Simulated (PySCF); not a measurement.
System: Cl4Zr, singlet: flattening of a tetrahedron along the D2d path, bond length relaxed. Scanned: the two opposite Cl-Zr-Cl angles (109.47 = tetrahedral, 180 = square planar). Other coordinates (Zr-Cl bond length) were minimised at PBE0/def2-TZVP.

Computed with M06-2X/def2-TZVP, def2 effective core potentials past Kr (PySCF).

Scanned values (°): 90, 95, 100, 105, 109.47, 115, 120, 130, 140, 150, 160, 170, 180.

Q: Describe the profile: where are the wells and the tops?

A: Lower than their neighbours: 109.47° (0.0 kJ/mol). Higher than their neighbours: 90° (47.0 kJ/mol, end of the scan), 180° (212.2 kJ/mol, end of the scan). The whole profile spans 212.2 kJ/mol.
